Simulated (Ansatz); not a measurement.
Consider the redistribution: `O[SiH](O)O[SiH](F)F` + `[SiH3][GaH2]` → `O[SiH](O)O[SiH2]F` + `[F][GaH][SiH3]`.

Calculated with Ansatz (gas phase, PBE0-D4/def2-TZVP geometries, no zero-point term in ΔE). CCSD(T)/CBS adds triple-zeta CCSD(T) − MP2 to the extrapolated MP2 energy (def2 sets, frozen cores). This one scheme is used for every species. DFT in def2-TZVPP. For Ga outer-core shells are correlated without core-valence functions, which leaves a few kJ/mol of doubt a bond. Scalar relativity is left out up to krypton. One conformer a species, not always the lowest.

```tsv
level	ΔE (eV)
CAM-B3LYP-D4	0.62
PBE-QIDH	0.64
MP2/def2-TZVPP	0.62
SCS-MP2/def2-TZVPP	0.59
```

**Question.** What does CCSD(T)/CBS give? (An estimate is asked.)

**Answer.** The calculation gave: +0.65 eV. The listed levels differ from it by -0.03, -0.01, -0.03, -0.06 eV.

Largest T1 diagnostic among the species: 0.014.

The D4 term adds +0.04 eV with B3LYP and +0.02 eV with PBE0; it sums over pairs of atoms, weighted by their polarisabilities, and B3LYP, whose exchange is more repulsive, gets the larger term. From PBE to PBE0 (25 % exact exchange), in def2-TZVPP and without D4, ΔE moves by +0.08 eV.

B3LYP here is the variant with VWN-RPA as its local correlation; programs differ in this.
